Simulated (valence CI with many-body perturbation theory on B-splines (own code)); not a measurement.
Results of a calculation; reference values are marked as such.
**Hyperfine factors and g values of Dy LIX**

Method: relativistic CI+MBPT: six valence electrons over a frozen Dirac-Fock core [He], a basis of 9 s, 9 p, 8 d, 6 f, 3 g, 1 h functions for each j, with the one-electron correlation potential Σ1, the two-electron term Σ2, the three-electron term Σ3, Breit, model QED; selected CI, second order for the rest, scaled by the run's own slope (own B-spline code, finite nucleus).

The last digits are not significant, and no measured levels were compared; by estimate large intervals hold to a few tenths of a per cent, small ones and those within an open d or f shell to about a per cent. Among the levels kept, up to 2100 cm⁻¹ of a level comes from second order outside the variational space, and about a tenth of that is noise between levels of different J, which matters for small intervals.

A/g_I is the dipole constant over the nuclear g factor μ/I (μ in nuclear magnetons, uniformly magnetised nucleus), B/Q the quadrupole constant per barn. Both hold the static response of the core; the bare values leave it out. Large factors of s and p1/2 electrons are usually good to 5 to 10 %; those of open d and f shells near neutrality can be off by tens of per cent, and small factors of p3/2, d and f electrons come from cancelling terms and can be off by a factor of two or in sign, in half-filled shells by more. B is blank for J = 1/2, where it vanishes, and for nearly pure S terms. Energies count from the lowest level. Levels with J = 0 are left out.

Levels are named by their leading jj configuration (3d3/2^4 stands for four electrons in 3d with j = 3/2), which in mixed levels can hold well under half, so a name can repeat and another be missing. Letters in brackets count levels of one name in rising energy.

```tsv
Level	E (eV)	g	A/g_I (MHz)	A/g_I bare	B/Q (MHz/b)	B/Q bare
(2s^2 2p1/2^2 2p3/2^2) J=2	0.0	1.316	559000	572000	75500	75600
(2s^2 2p1/2 2p3/2^3) J=1	827.8	1.476	-400000	-378000	-549000	-550000
(2s^2 2p1/2 2p3/2^3) J=2	846.2	1.127	1540000	1540000	-1180000	-1180000
(2s 2p1/2^2 2p3/2^3) J=2	1171.2	1.471	3820000	3790000	-1090000	-1100000
(2s 2p1/2^2 2p3/2^3) J=1	1242.5	1.171	-2690000	-2620000	-424000	-425000
(2s 2p1/2 2p3/2^4) J=1	2044.6	1.267	9000000	8910000	-119000	-119000
(2s^2 2p1/2^2 2p3/2 3s) J=2	6824.7	1.495	1380000	1380000	1070000	1070000
(2s^2 2p1/2^2 2p3/2 3s) J=1	6832.6	1.156	-259000	-234000	546000	547000
(2s^2 2p1/2^2 2p3/2 3p1/2) J=1	6926.7	1.482	380000	399000	531000	532000
(2s^2 2p1/2^2 2p3/2 3p1/2) J=2	6928.5	1.166	735000	744000	1050000	1050000
(2s^2 2p1/2^2 2p3/2 3p3/2) J=3	7163.1	1.326	358000	368000	1380000	1380000
(2s^2 2p1/2^2 2p3/2 3p3/2) J=1	7163.4	1.344	355000	365000	-544000	-545000
(2s^2 2p1/2^2 2p3/2 3p3/2) J=2	7188.1	1.316	362000	371000	34300	34300
(2s^2 2p1/2^2 2p3/2 3d3/2) J=2	7268.6	1.030	322000	329000	-4180	-4160
(2s^2 2p1/2^2 2p3/2 3d3/2) J=3	7275.8	1.084	320000	327000	1080000	1080000
(2s^2 2p1/2^2 2p3/2 3d3/2) J=1	7278.9	1.090	319000	326000	-445000	-446000
(2s^2 2p1/2^2 2p3/2 3d5/2) J=4	7331.3	1.242	229000	234000	1110000	1110000
(2s^2 2p1/2^2 2p3/2 3d5/2) J=2	7341.4	1.231	76600	78000	-742000	-743000
(2s^2 2p1/2^2 2p3/2 3d5/2) J=3	7355.8	1.201	192000	196000	-174000	-174000
(2s^2 2p1/2^2 2p3/2 3d5/2) J=1	7366.1	1.060	-357000	-367000	120000	120000
(2s^2 2p1/2 2p3/2^2 3s) J=2 [a]	7636.2	1.581	744000	752000	103000	103000
(2s^2 2p1/2 2p3/2^2 3s) J=1 [a]	7646.7	1.303	-1220000	-1180000	28500	28500
(2s^2 2p1/2 2p3/2^2 3s) J=3	7660.0	1.306	1770000	1770000	-4690	-4710
(2s^2 2p1/2 2p3/2^2 3s) J=2 [b]	7667.3	1.028	1000000	1010000	-26000	-26000
(2s^2 2p1/2 2p3/2^2 3s) J=1 [b]	7707.0	1.307	4160000	4130000	-13700	-13700
(2s^2 2p1/2 2p3/2^2 3p1/2) J=1 [a]	7736.1	1.641	-578000	-552000	40700	40800
(2s^2 2p1/2 2p3/2^2 3p1/2) J=2 [a]	7744.0	1.203	686000	696000	14100	14100
(2s^2 2p1/2 2p3/2^2 3p1/2) J=3	7760.7	1.087	1340000	1350000	-16400	-16400
(2s^2 2p1/2 2p3/2^2 3p1/2) J=2 [b]	7792.9	1.306	847000	858000	57300	57400
(2s^2 2p1/2 2p3/2^2 3p1/2) J=1 [b]	7802.8	0.641	2880000	2870000	-3310	-3310
(2s 2p1/2^2 2p3/2^2 3s) J=3	7924.1	1.526	2950000	2940000	223000	223000
(2s 2p1/2^2 2p3/2^2 3s) J=2 [a]	7950.0	1.390	2780000	2770000	68800	68900
```

Question: Take the isotope of mass number 163, with I = 5/2, μ = 0.671 μN and Q = 2.65 b. What is the hyperfine structure of (2s^2 2p1/2^2 2p3/2^2) J=2?

Answer: From the table A = 150000 MHz, B = 200000 MHz. Shifts from the centre of gravity in MHz: F = 1/2: -910000, F = 3/2: -775000, F = 5/2: -500000, F = 7/2: -10000, F = 9/2: 800000.
